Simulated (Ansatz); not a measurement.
Isolated molecules relaxed with PBE0-D4/def2-TZVP in Ansatz; ΔE leaves out vibrations. CBS: MP2 limit from def2 TZ/QZ plus the TZ coupled-cluster correction, frozen cores. This one scheme is used for every species. Functionals use def2-TZVPP. B3LYP here is the variant with VWN-RPA as its local correlation; programs differ in this. One conformer a species, not always the lowest.

Consider the cleavage of the Si–P bond: `O[SiH2]P[SiH3]` + `O[SiH](O)O` → `O[SiH2]O[SiH](O)O` + `[SiH3]P`.

```tsv
level	ΔE (kJ/mol)	difference from CCSD(T)/CBS
PBE-D4	-80.3	21.2
r2SCAN-D4	-96.5	5.0
PBE0-D4	-87.6	13.9
B3LYP-D4	-103.7	-2.2
ωB97X-V	-101.4	0.1
ωB97M-V	-102.9	-1.4
PBE0	-88.6	12.9
B3LYP	-105.8	-4.3
HF/def2-TZVPP	-126.4	-24.9
MP2/def2-TZVPP	-101.5	0.0
CCSD/def2-TZVPP	-108.1	-6.6
CCSD(T)/def2-TZVPP	-103.9	-2.4
MP2/def2-QZVPP	-101.0	0.5
SCS-MP2/def2-QZVPP	-107.1	-5.6
MP2/CBS(def2)	-99.2	2.3
CCSD/CBS(def2)	-105.8	-4.3
CCSD(T)/CBS	-101.5	0
```

Largest T1 diagnostic among the species: 0.013.

In def2-TZVPP, CCSD(T) changes the Hartree–Fock value by +22.5 kJ/mol (the triples alone add +4.2 kJ/mol) and MP2 by +24.9 kJ/mol. From PBE to PBE0 (25 % exact exchange), in def2-TZVPP and without D4, ΔE moves by −7.1 kJ/mol.
